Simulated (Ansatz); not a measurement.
`B[NH][GaH][CH3]` → B• + C• + Ga• + 7 H• + N•  (atomization)

Calculated with Ansatz (gas phase, PBE0-D4/def2-TZVP geometries, no zero-point term in ΔE). CCSD(T)/CBS adds triple-zeta CCSD(T) − MP2 to the extrapolated MP2 energy (def2 sets, frozen cores). This one scheme is used for every species, atoms too. For atomizations the MP2-based limit and the directly extrapolated one differ by several kJ/mol either way, and by 10 to 25 for some Ge, Se and Sn compounds, so smaller differences from it don't rank the levels. DFT in def2-TZVPP. HSE06 is defined as in plane-wave codes. No spin–orbit coupling; open shells (•) take unrestricted orbitals. Spin–orbit coupling would lower the free atoms: a little for B, C; clearly for Ga. Bonds to Ga are less sure, by a few kJ/mol each and by 10 to 20 or more in all where they break to atoms, as the def2 sets lack core-valence functions. Scalar relativity is left out up to krypton. Each species was taken in one conformer, which may not be the lowest.

```json
{"level": "revPBE", "ΔE (eV)": "38.01"}
{"level": "HSE06", "ΔE (eV)": "38.91"}
{"level": "LC-ωPBE", "ΔE (eV)": "39.07"}
{"level": "SCS-MP2/def2-TZVPP", "ΔE (eV)": "38.68"}
```

Q: What does CCSD(T)/CBS give? (Best estimate.)

A: The calculation gave: +39.11 eV. The listed levels differ from it by -1.10, -0.20, -0.04, -0.43 eV.

Largest T1 diagnostic among the species: 0.014.

In def2-TZVPP, CCSD(T) changes the Hartree–Fock value by +9.11 eV (the triples alone add +0.46 eV) and MP2 by +9.45 eV; breaking electron pairs costs correlation energy, which Hartree–Fock lacks. From PBE to PBE0 (25 % exact exchange), in def2-TZVPP and without D4, ΔE moves by −0.38 eV: exact exchange takes away binding that semilocal exchange gives to molecules. The D4 term adds +0.33 eV with B3LYP and +0.17 eV with PBE0; it sums over pairs of atoms, weighted by their polarisabilities, and B3LYP, whose exchange is more repulsive, gets the larger term.

B3LYP here is the variant with VWN-RPA as its local correlation; programs differ in this.
